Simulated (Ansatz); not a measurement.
Two structures of CH9GeN, singlet, reached by relaxing down either side of one saddle point (PBE0-D4/def2-TZVP). Energies are electronic, without zero-point energy. Program: Ansatz 0.2.0. Basis: def2-TZVPP and def2-QZVPP. Cores are frozen in the correlated methods. Filled d shells of the heavier atoms are correlated. The def2 sets are not built for correlating such inner shells, so the correlated values are less sure here. Extrapolation: Hartree–Fock as exp(−7.88 √X), correlation as X^−2.97. First:

Ge1  (-0.866, -0.659, -0.232)
N2  (0.374, -0.961, 1.106)
H3  (-1.336, -1.957, -0.938)
H4  (-2.079, -0.011, 0.461)
C5  (-0.036, 0.534, -1.525)
H6  (1.102, 1.479, 1.806)
H7  (1.268, 2.197, 1.944)
H8  (-0.003, -1.447, 1.909)
H9  (1.194, -1.466, 0.795)
H10  (0.279, 1.453, -1.031)
H11  (0.840, 0.058, -1.970)
H12  (-0.736, 0.781, -2.325)
(Å)

Second:

Ge1  (-1.325, 0.627, -0.076)
N2  (1.353, -1.180, 1.227)
H3  (-1.738, -0.824, 0.233)
H4  (-2.598, 1.396, -0.491)
C5  (0.012, 0.692, -1.491)
H6  (1.335, -0.558, 2.026)
H7  (-0.796, 1.269, 1.220)
H8  (0.683, -1.917, 1.411)
H9  (2.271, -1.609, 1.202)
H10  (0.291, 1.725, -1.704)
H11  (0.888, 0.139, -1.154)
H12  (-0.377, 0.240, -2.404)
(Å)

**Question.** Which bonds change from the first to the second?

**Answer.** CH₇GeN ([CH3][GeH2][NH2]) + H₂ → CH₆Ge ([CH3][GeH3]) + NH₃; bonds formed: Ge1–H7, N2–H6; bonds broken: Ge1–N2, H6–H7.

**Question.** Give the saddle point's structure and its height above each. (To be estimated.)

**Answer.** The calculation gives: 48.78 kcal/mol above the first and 54.60 kcal/mol above the second (CCSD(T) at an estimated basis limit (MP2 extrapolated from triple and quadruple zeta, plus CCSD(T) − MP2 in triple zeta)).
```
12
angstrom
Ge -0.7238 -0.0930 0.0297
N 0.5924 -0.9350 1.2904
H -1.2606 -1.4847 -0.4803
H -1.9208 0.5248 0.7625
C 0.0317 0.7508 -1.5539
H 0.7798 0.1993 1.4966
H 0.3918 1.2749 1.1192
H 0.1965 -1.4977 2.0378
H 1.3497 -1.4463 0.8468
H 0.0698 1.8294 -1.4157
H 1.0507 0.3865 -1.6976
H -0.5574 0.4910 -2.4357
```

No T1 diagnostic of these runs exceeds 0.012.

Labels in which every atom is bracketed show which atoms are joined, not bond orders.

For scale, one of the runs: CCSD(T)/def2-TZVPP, 236 basis functions, launched by `ansatz run in.yaml --threads 4 --pin off --events-out ev --progress --plain --max-ram 9574MiB`. The run took 2.2 min on 4 CPU threads of an Arm Neoverse V2 (shared host), with 4.4 GiB of host memory at its peak.
